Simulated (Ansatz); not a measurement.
A nudged elastic band was laid between two geometries of BFH2O + H2O (8 atoms, charge 0, multiplicity 1).

Level of theory: Ansatz, RKS PBE0-D4/cc-pVDZ.

```yaml
movable_images: 5
climbing_image: yes
spring: 5.0 eV/Å²
optimiser: quadratic models (default)
start_path: through a guess of the saddle point
force_threshold: 0.03 eV/Å
iteration_limit: 60
end_points: relaxed
```

Initial state:

```xyz
8
Properties=species:S:1:pos:R:3
B 0.033 -0.133 0.005
F 0.018 -0.670 1.268
H 1.084 0.047 -0.549
O -1.104 -0.279 -0.754
H -1.808 -0.686 -0.233
O -0.203 1.788 0.646
H -1.074 1.977 0.268
H -0.369 1.650 1.589
```

Final state:

```xyz
8
Properties=species:S:1:pos:R:3
B -0.586 0.079 -0.222
F 1.243 1.003 2.494
H 0.276 -0.745 -0.062
O -1.550 0.019 -1.176
H -1.477 -0.769 -1.724
O -0.585 1.159 0.621
H -1.305 1.777 0.437
H 0.562 1.172 1.873
```

**Question.** Which bonds break or form, and what moves?

**Answer.** Bonds broken: B1–F2, O6–H8. Bonds formed: B1–O6, F2–H8. BFH2O + H2O becomes BH3O2 + FH.

**Question.** Give the energies along the band, and the barrier.

**Answer.** The forces met the threshold. The highest image is number 2 of 0 to 6, 72.4 kJ/mol above the first end and 66.7 kJ/mol above the last; the last end lies 5.7 kJ/mol above the first. A structure lower than the first end lies on the path between it and the top, so the climb from that side starts below the end, which may itself be a saddle point or a shallow side well. A vibrational analysis at the climbing image gives one clearly imaginary mode, 911i cm⁻¹: a first-order saddle point. The orbitals stay closed-shell, which can raise the energy where a bond breaks towards radicals; this wasn't checked here.

```csv
image,path coordinate (Å),energy (kJ/mol),B1–F2 (Å),O6–H8 (Å),B1–O6 (Å)
0,0.00,0.0,1.37,0.97,2.04
1,1.51,-0.6,1.35,0.97,2.22
2,3.02,72.4,1.71,1.21,1.52
3,3.83,11.0,2.55,1.75,1.38
4,4.64,6.9,3.00,1.74,1.38
5,5.46,6.1,3.27,1.71,1.37
6,6.27,5.7,3.40,1.70,1.37
```

**Question.** What is the geometry of the highest image?

**Answer.** 
```xyz
8
Properties=species:S:1:pos:R:3:forces:R:3
B -0.168 0.239 0.012 0.00 0.00 0.00
F 0.052 -0.077 1.673 0.00 0.00 0.00
H 0.845 -0.142 -0.512 0.00 0.00 0.00
O -1.433 -0.137 -0.376 0.00 0.00 0.00
H -1.434 -0.970 -0.856 0.00 0.00 0.00
O -0.164 1.692 0.452 0.00 0.00 0.00
H -1.069 2.028 0.366 0.00 0.00 0.00
H -0.052 1.062 1.482 0.00 0.00 0.00
```

The run took 5.7 min on 1 thread of Intel(R) Xeon(R) Platinum 8175M CPU @ 2.50GHz (Skylake/Cascade Lake), on a shared host, peak memory 0.16 GiB.
